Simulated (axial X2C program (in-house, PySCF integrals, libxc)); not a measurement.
## Density and ELF of TaB⁻

All values were computed with an axial X2C code built on PySCF integrals. Two-component (2c) means X2C with spin–orbit coupling and atomic mean-field two-electron Coulomb and Gaunt terms. Basis: Ta dyall-acv3z [14s15p10d7f4g], B dyall-av3z [8s7p3d2f] (cores contracted in-house); Gaussian nuclei, density fitting, unrestricted open shells. Masses: Ta 180.948 u, B 11.009 u.

PBE0, two-component, state Ω = 5/2 (⟨Sz⟩ = 2.46, ⟨Lz⟩ = 0.04 at PBE0); Ta at z = 0, B at z = 2.140 Å.

The maps cover the half plane through the axis: z from -2.4 to 4.5 Å along the bond, ρ from 0.15 to 2.25 Å away from it (steps of 0.3 Å, the bottom row nearest the axis).

log10 of the density in e/bohr³:

digits 0 to 9 span -4.06 to 1.79 evenly
```
111122222222221111110000
112222233322222222111100
122223333333333322221110
222233344433333333322111
222333445444444443332211
223334556554444444433221
223345677765555554433221
233345689865555765443221
```

Electron localisation function (collinear form, no current term, damped to 0 at low density):

digits 0 to 9 span 0.00 to 1.00 evenly
```
345544554432211111110000
666555555443333333332100
777654455443445555554310
887533334433466677776531
987521234323577788888752
997411356532588789999863
997412543442684028999975
998424552553680926999985
```

Axial spin density in 10⁻³ e/bohr³:

digits 0 to 9 span -28.89 to 28.89 evenly, values beyond are clipped
```
444455555555555555555555
444455555555555555555555
444455566666555555555555
444455678876666555555555
444445899997777666555555
444446999999888887665555
444447999999999999865555
444459939499999999975555
```

Density functionals use the spin component along the axis (collinear). The state is one determinant with fixed occupations, lowest in a PBE0 search at one distance only: followed along the bond, the 2c determinant Ω = 1/2 reaches 0.07 eV lower at PBE0, at Re = 2.000 Å, so the state shown is not the lowest. With several unpaired electrons one determinant need not be a pure state. A state of lower Ω lies just above, and one determinant can place such states too high, so the state shown need not be the lowest. The search has Ω = 1/2 only 0.07 eV up. The highest occupied level of some functionals is positive through self-interaction error; at Hartree–Fock it is bound. This is the top spin component of a Σ state; components of lower Ω are not single determinants and can lie lower. The determinant is spin-polarised beyond a pure state at some levels (its spin-free form has ⟨S²⟩ too high), which makes Re and μ there less reliable.
